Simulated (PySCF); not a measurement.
Relaxation of doublet TeH₃

These are results of UPBE0/[Te def2-TZVP with ECP28, H def2-TZVP], scalar-relativistic core potentials, density fitting, no spin–orbit coupling, PySCF, not measurements. A (50,194) grid was used.

A hand-made trigonal planar start, of D3h symmetry, held to at least that symmetry:

Coordinates in bohr (charge 0 multiplicity 2):
```
Te    0.0000    0.0000    0.0000
H     3.1747    0.0000    0.0000
H    -1.5874    2.7494    0.0000
H    -1.5873   -2.7494    0.0000
```

Q: What does it relax to?

A: It ends at D3h with Te–H 1.792 Å (×3); H–Te–H 120.0° (×3). A frequency run shows 3 imaginary modes, down to 949i cm⁻¹, so it is a higher-order saddle point. Other isomers or separated fragments may lie lower.

Q: How much energy is released, and in how many steps?

A: 22.8 kJ/mol in 4 steps.

No spin–orbit coupling is included, which matters more the heavier the element.

The relaxation took of the order of 15 core-seconds on a shared host.
